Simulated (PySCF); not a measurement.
## Correlation energy of Nb+ (niobium, charge +1)

[Kr] 4d3 5s1, 5s spin antiparallel (an excited configuration). Computed with PySCF 2.14 in aug-cc-pwCVTZ-PP with ECP28MDF (8s8p7d4f3g, 122 functions), with a scalar-relativistic core potential. Frozen: 4s2 4p6; 4 electrons correlated.

MP2 pair energies summed by pair of shells (mhartree):

```csv
pair,energy,share (%)
4d-5s,-23.10,58.3
4d-4d,-16.52,41.7
```

Total MP2 correlation energy: -39.61 mhartree.

Same-spin part -16.52 and opposite-spin part -23.10 mhartree; SCS-MP2 scales them by 1/3 and 6/5 to -33.22 mhartree.
